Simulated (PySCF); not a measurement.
Bonds: Si1-C2, Si1-C7, Si1-O12, Si1-O19, C2-C3, C7-C8, O12-C13, C13-C14, C13-O15, O19-C20, C20-C21, C20-O22. C2 carries H4; C3 carries H5, H6; C7 carries H9; C8 carries H10, H11; C14 carries H16, H17, H18; C21 carries H23, H24, H25.

Geometry: PBE0-D3(BJ)/def2-SVP; GIAO absolute shieldings from PySCF, gas phase, non-relativistic, averaged over equivalent atoms.

At PBE0/pcSseg-1 (288 basis functions):
| atoms | σ (ppm) |
| --- | --- |
| Si1 | 371.2 |
| C13/C20 | 8.3 |
| C3/C8 | 34.9 |
| C2/C7 | 45.7 |
| C14/C21 | 161.5 |
| H4/H9 | 24.56 |
| H5/H6/H10/H11 | 24.77 |
| H16/H17/H18/H23/H24/H25 | 29.23 |
| O15/O22 | -138.6 |
| O12/O19 | 104.4 |

Task: What do these become at wB97X-D/pcSseg-1?

Result: 
| atoms | σ at wB97X-D/pcSseg-1 | change |
| --- | --- | --- |
| Si1 | 371.5 | +0.3 |
| C13/C20 | 7.2 | -1.1 |
| C3/C8 | 34.1 | -0.8 |
| C2/C7 | 45.9 | +0.2 |
| C14/C21 | 160.7 | -0.8 |
| H4/H9 | 24.74 | +0.18 |
| H5/H6/H10/H11 | 24.89 | +0.12 |
| H16/H17/H18/H23/H24/H25 | 29.34 | +0.11 |
| O15/O22 | -133.9 | +4.7 |
| O12/O19 | 109.2 | +4.8 |

The largest change is at O15/O22 (oxygen bonded to C). Cost: 288 basis functions. The order of the carbon signals is the same at both levels.

The averaged O atoms aren't alike in the static structure (σ from 95 to 114 ppm); the average presumes fast exchange among these sites.
